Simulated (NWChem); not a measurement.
All runs are NWChem calculations. System: H₅BFNO₂, charge 0, spin multiplicity 1, at a geometry optimised with B3LYP/def2-SVP. The structure started from a generated list of species. Level: MP2/def2-TZVP, 5 core orbitals frozen.

Input file:

```
start mol
memory heap 200 mb stack 800 mb global 1000 mb
geometry units angstroms nocenter noautoz noautosym
  B     -0.158044     0.057718     0.118123
  F      0.088678     1.435682     0.128434
  O      0.069576    -0.561743     1.372386
  H      0.405739     0.084691     2.003399
  O     -1.310365    -0.365701    -0.581952
  H     -2.005394    -0.581523     0.049370
  N      1.079244    -0.493496    -0.944729
  H      1.021285    -1.510733    -1.017963
  H      2.011854    -0.234938    -0.618051
  H      0.930233    -0.093202    -1.873641
end
basis spherical
  * library def2-tzvp
end
scf
  rhf
  nopen 0
  maxiter 100
  thresh 1e-7
  semidirect memsize 60000000 filesize 0
end
mp2
  freeze core 5
end
task mp2 energy
```

Output (cleaned and shortened):

```
             Northwest Computational Chemistry Package (NWChem) 7.3.0
             --------------------------------------------------------

                                NWChem Input Module
                                -------------------

 Scaling coordinates for geometry "geometry" by  1.889725989
 (inverse scale =  0.529177249)

                             Geometry "geometry" -> ""
                             -------------------------

 Output coordinates in angstroms (scale by  1.889725989 to convert to a.u.)

  No.       Tag          Charge          X              Y              Z
 ---- ---------------- ---------- -------------- -------------- --------------
    1 B                    5.0000    -0.15804400     0.05771800     0.11812300
    2 F                    9.0000     0.08867800     1.43568200     0.12843400
    3 O                    8.0000     0.06957600    -0.56174300     1.37238600
    4 H                    1.0000     0.40573900     0.08469100     2.00339900
    5 O                    8.0000    -1.31036500    -0.36570100    -0.58195200
    6 H                    1.0000    -2.00539400    -0.58152300     0.04937000
    7 N                    7.0000     1.07924400    -0.49349600    -0.94472900
    8 H                    1.0000     1.02128500    -1.51073300    -1.01796300
    9 H                    1.0000     2.01185400    -0.23493800    -0.61805100
   10 H                    1.0000     0.93023300    -0.09320200    -1.87364100

 Effective nuclear repulsion energy (a.u.)     192.4632341313

            Nuclear Dipole moment (a.u.)
            ----------------------------
        X                 Y               Z
 ---------------- ---------------- ----------------
    -0.0000094486    -0.0000018897     0.0000075589


 Summary of "ao basis" -> "" (spherical)
 ------------------------------------------------------------------------------
       Tag                 Description            Shells   Functions and Types
 ---------------- ------------------------------  ------  ---------------------
 *                         def2-tzvp                  on all atoms

 Summary of "ao basis" -> "ao basis" (spherical)
 ------------------------------------------------------------------------------
       Tag                 Description            Shells   Functions and Types
 ---------------- ------------------------------  ------  ---------------------
 B                         def2-tzvp                11       31   5s3p2d1f
 F                         def2-tzvp                11       31   5s3p2d1f
 O                         def2-tzvp                11       31   5s3p2d1f
 H                         def2-tzvp                 4        6   3s1p
 N                         def2-tzvp                11       31   5s3p2d1f

                                 NWChem SCF Module
                                 -----------------

  ao basis        = "ao basis"
  functions       =   185
  atoms           =    10
  closed shells   =    21
  open shells     =     0
  charge          =   0.00
  wavefunction    = RHF
  use symmetry    = F
  symmetry adapt  = F

 Summary of "ao basis" -> "ao basis" (spherical)
 ------------------------------------------------------------------------------
       Tag                 Description            Shells   Functions and Types
 ---------------- ------------------------------  ------  ---------------------
 B                         def2-tzvp                11       31   5s3p2d1f
 F                         def2-tzvp                11       31   5s3p2d1f
 O                         def2-tzvp                11       31   5s3p2d1f
 H                         def2-tzvp                 4        6   3s1p
 N                         def2-tzvp                11       31   5s3p2d1f

 Forming initial guess at       0.1s

      Superposition of Atomic Density Guess
      -------------------------------------

 Sum of atomic energies:        -330.33200354

      Non-variational initial energy
      ------------------------------

 Total energy =    -332.243901
 1-e energy   =    -835.969752
 2-e energy   =     311.262618
 HOMO         =      -0.432508
 LUMO         =       0.038431

 Starting SCF solution at       7.0s

 ----------------------------------------------
         Quadratically convergent ROHF

 Convergence threshold     :          1.000E-07
 Maximum no. of iterations :          100
 Final Fock-matrix accuracy:          1.000E-09
 ----------------------------------------------

              iter       energy          gnorm     gmax       time
             ----- ------------------- --------- --------- --------
                 1     -331.4175782874  1.52D+00  1.76D-01     13.5
                 2     -331.5267220815  4.16D-01  5.40D-02     27.0
                 3     -331.5384726049  2.45D-02  2.79D-03     44.0
                 4     -331.5385299139  5.72D-04  5.96D-05     67.1
                 5     -331.5385299403  1.04D-07  1.36D-08    109.5
                 6     -331.5385299403  3.86D-09  6.32D-10    129.8

       Final RHF  results
       ------------------

         Total SCF energy =   -331.538529940263
      One-electron energy =   -841.404552782079
      Two-electron energy =    317.402788710514
 Nuclear repulsion energy =    192.463234131303

        Time for solution =    122.8s

             Final eigenvalues
             -----------------

              1
    1  -26.2280
    2  -20.5224
    3  -20.5151
    4  -15.6306
    5   -7.6569
    6   -1.5397
    7   -1.3346
    8   -1.2984
    9   -1.2326
   10   -0.7579
   11   -0.7260
   12   -0.7256
   13   -0.6771
[...]
   27    0.2369
   28    0.2407
   29    0.2775
   30    0.2831
   31    0.4048

                       ROHF Final Molecular Orbital Analysis
                       -------------------------------------

 Vector   19  Occ=2.000000D+00  E=-5.126887D-01
              MO Center= -9.3D-02, -2.1D-01,  6.8D-01, r^2= 2.4D+00
   Bfn.  Coefficient  Atom+Function         Bfn.  Coefficient  Atom+Function
  ----- ------------  ---------------      ----- ------------  ---------------
    69      0.281709   3 O  py               72      0.255028   3 O  py
    39     -0.200003   2 F  pz               70     -0.196933   3 O  pz
    73     -0.177705   3 O  pz               42     -0.176735   2 F  pz
   107     -0.154963   5 O  pz               75      0.153147   3 O  py

 Vector   20  Occ=2.000000D+00  E=-4.755709D-01
              MO Center= -8.0D-01, -3.7D-01,  3.5D-02, r^2= 2.0D+00
   Bfn.  Coefficient  Atom+Function         Bfn.  Coefficient  Atom+Function
  ----- ------------  ---------------      ----- ------------  ---------------
   106      0.350349   5 O  py              109      0.317474   5 O  py
   112      0.228343   5 O  py               68      0.222994   3 O  px
    71      0.203122   3 O  px               74      0.153423   3 O  px

 Vector   21  Occ=2.000000D+00  E=-4.608179D-01
              MO Center= -3.5D-01, -3.9D-01,  3.0D-01, r^2= 2.5D+00
   Bfn.  Coefficient  Atom+Function         Bfn.  Coefficient  Atom+Function
  ----- ------------  ---------------      ----- ------------  ---------------
    68      0.304694   3 O  px               71      0.277953   3 O  px
   106     -0.215606   5 O  py               74      0.208177   3 O  px
   109     -0.199187   5 O  py

 Vector   22  Occ=0.000000D+00  E= 1.034880D-01
              MO Center=  1.5D+00, -5.7D-01, -1.0D+00, r^2= 5.9D+00
   Bfn.  Coefficient  Atom+Function         Bfn.  Coefficient  Atom+Function
  ----- ------------  ---------------      ----- ------------  ---------------
   141      2.666668   7 N  s               176     -1.094033   9 H  s
   170     -0.936685   8 H  s               182     -0.896499  10 H  s
     5     -0.464726   1 B  s               140     -0.361738   7 N  s
    67      0.294036   3 O  s               139      0.236076   7 N  s
     9     -0.232365   1 B  px               10      0.202677   1 B  py

 Vector   23  Occ=0.000000D+00  E= 1.654236D-01
              MO Center=  2.8D-01,  1.1D-01,  6.3D-01, r^2= 8.5D+00
   Bfn.  Coefficient  Atom+Function         Bfn.  Coefficient  Atom+Function
  ----- ------------  ---------------      ----- ------------  ---------------
     4      1.193807   1 B  s               141     -1.122073   7 N  s
    67      1.072308   3 O  s               182      1.059376  10 H  s
     5     -0.728200   1 B  s                96     -0.719477   4 H  s
   170      0.650451   8 H  s                14     -0.605096   1 B  pz
   176     -0.542278   9 H  s               133     -0.532974   6 H  s

 Vector   24  Occ=0.000000D+00  E= 1.708952D-01
              MO Center=  3.9D-01, -4.4D-01, -8.4D-02, r^2= 8.8D+00
   Bfn.  Coefficient  Atom+Function         Bfn.  Coefficient  Atom+Function
  ----- ------------  ---------------      ----- ------------  ---------------
   176      1.620960   9 H  s               104      1.191741   5 O  s
   170     -1.000828   8 H  s                12      0.810887   1 B  px
   141     -0.619545   7 N  s                 5     -0.596177   1 B  s
   149     -0.568653   7 N  py              148     -0.538999   7 N  px
   150     -0.455781   7 N  pz                4      0.369244   1 B  s

------------------------------------------------------------
EAF file 0: "./mol.aoints.0" size=524288 bytes
------------------------------------------------------------
               write      read    awrite     aread      wait
               -----      ----    ------     -----      ----
     calls:        1        22         0         0         0
   data(b): 5.24e+05  1.15e+07  0.00e+00  0.00e+00
   time(s): 0.00e+00  0.00e+00  0.00e+00  0.00e+00  0.00e+00
rate(mb/s): 0.00e+00  0.00e+00
------------------------------------------------------------

 center of mass
 --------------
 x =  -0.05611790 y =   0.08889652 z =   0.03931552

 moments of inertia (a.u.)
 ------------------
         392.148954792734          -3.943705999211          13.677379081175
          -3.943705999211         399.650157683400         -11.123135322417
          13.677379081175         -11.123135322417         381.218723490514

  Mulliken analysis of the total density
  --------------------------------------

    Atom       Charge   Shell Charges
 -----------   ------   -------------------------------------------------------
    1 B    5     4.33   0.91  1.07  0.42  0.16  0.01  0.86  0.38  0.10  0.16  0.20  0.07
    2 F    9     9.43   0.77  1.20  0.59  0.99  0.38  2.25  2.29  0.95  0.00  0.01  0.00
    3 O    8     8.65   0.79  1.18  0.55  0.93  0.31  1.87  2.08  0.90  0.00  0.02  0.00
    4 H    1     0.66   0.25  0.33  0.04  0.05
    5 O    8     8.65   0.79  1.18  0.55  0.93  0.31  1.87  2.08  0.90  0.00  0.02  0.00
    6 H    1     0.65   0.25  0.33  0.03  0.05
    7 N    7     7.49   0.82  1.16  0.52  0.86  0.08  1.51  1.82  0.68  0.01  0.03  0.00
    8 H    1     0.71   0.25  0.38  0.04  0.03
    9 H    1     0.72   0.26  0.39  0.04  0.03
   10 H    1     0.71   0.25  0.38  0.04  0.03

       Multipole analysis of the density wrt the origin
       ------------------------------------------------

     L   x y z        total         open         nuclear
     -   - - -        -----         ----         -------
     0   0 0 0      0.000000      0.000000     42.000000

     1   1 0 0      1.324370      0.000000     -0.000009
     1   0 1 0     -0.643392      0.000000     -0.000002
     1   0 0 1     -0.560227      0.000000      0.000008

     2   2 0 0    -16.796406      0.000000    115.225237
     2   1 1 0     -0.669448      0.000000     -0.031311
     2   1 0 1     -3.616170      0.000000    -12.769000
     2   0 2 0    -23.989876      0.000000     94.840140
     2   0 1 1      2.553865      0.000000      8.895311
     2   0 0 2    -18.886714      0.000000    118.514754

                   NWChem MP2 Semi-direct Energy/Gradient Module
                   ---------------------------------------------

  Basis functions       =    185
  Molecular orbitals    =    185
  Frozen core           =      5
  Frozen virtuals       =      0
  Active alpha occupied =     16
  Active beta occupied  =     16
  Active alpha virtual  =    164
  Active beta virtual   =    164
  Use MO symmetry       = F
  Use skeleton AO sym   = F

  AO/Fock/Back tols     =   1.0D-09  1.0D-09  1.0D-09

 GA uses MA = F    GA memory limited = T

 Available:
  local mem=  1.15D+08
 global mem=  1.31D+08
 local disk=  0.00D+00
  mp2_memr nvloc                   164
  nvloc new                   164
   1 passes of  16:        5242880                     200966                 149584520.
   1 passes of  16: M    114681605           G      131003550           F     109438725.
  mp2_memr nvloc                   164
  nvloc new                   164
   2 passes of   8:        5242880                     135392                  74821512.
   2 passes of   8: M    114681605           G      131003550           F     109438725.

 Semi-direct pass number   1 of   2  for RHF alpha+beta  at      130.2s
  vrange nnbf                 16760
  mp2_eaftype                   285  avail_ma_in_mb                   999
 EAF : mp2_eaftype filesize         285   37410756.
  mp2_eaf for mointskh                    285
Node 0 wrote    175.9 Mb in      0.1 s     Agg I/O rate:  1760.5 Mb/s
 Done moints_semi at      158.8s
  mp2_eaftype                   285  avail_ma_in_mb                   714
 EAF : mp2_eaftype filesize         285   37410756.
  mp2_eaf for kh                   285
 Done maket at      159.9s
 Semi-direct pass number   2 of   2  for RHF alpha+beta  at      159.9s
  vrange nnbf                 16760
  mp2_eaftype                   285  avail_ma_in_mb                   714
 EAF : mp2_eaftype filesize         285   37410756.
  mp2_eaf for mointskh                    285
Node 0 wrote    175.9 Mb in      0.1 s     Agg I/O rate:  1772.3 Mb/s
 Done moints_semi at      185.9s
  mp2_eaftype                   285  avail_ma_in_mb                   714
 EAF : mp2_eaftype filesize         285   37410756.
  mp2_eaf for kh                   285
 Done maket at      186.8s
 Done multipass loop at      186.8s

          -------------------------------------------
          SCF energy                -331.538529940263
          Correlation energy          -1.054399376225
          Singlet pairs               -0.650359143859
          Triplet pairs               -0.404040232366
          Total MP2 energy          -332.592929316487
          -------------------------------------------

          ---------------------------------------------------
                    Spin Component Scaled (SCS) MP2
          Same spin pairs                     -0.269360154910
          Same spin scaling factor             0.333333333333
          Opposite spin pairs                 -0.785039221314
          Opposite spin scaling fact.          1.200000000000
          SCS-MP2 correlation energy          -1.031833783881
          Total SCS-MP2 energy              -332.570363724143
          ---------------------------------------------------

 -----------------------
 Performance information
 -----------------------

 Timer overhead =  2.02D-07 seconds/call

               Nr. of calls         CPU time (s)                 Wall time (s)                GFlops
             ---------------    -------------------     ------------------------------   -------------------
Name         Min   Avg   Max    Min     Avg     Max     Min     Avg     Max   Mx/calls   Min     Max     Sum
mp2: moin     2     2     2    55.     55.     55.      55.     55.     55.     27.      0.0     0.0     0.0
mp2: make     2     2     2    2.0     2.0     2.0      2.0     2.0     2.0    0.99      0.0     0.0     0.0
mp2: tota     1     1     1    57.     57.     57.      57.     57.     57.     57.      0.0     0.0     0.0

 The average no. of pstat calls per process was 5.00D+00
 with a timing overhead of 1.01D-06s

 Task  times  cpu:      186.8s     wall:      186.8s

 Total times  cpu:      186.8s     wall:      186.8s
```
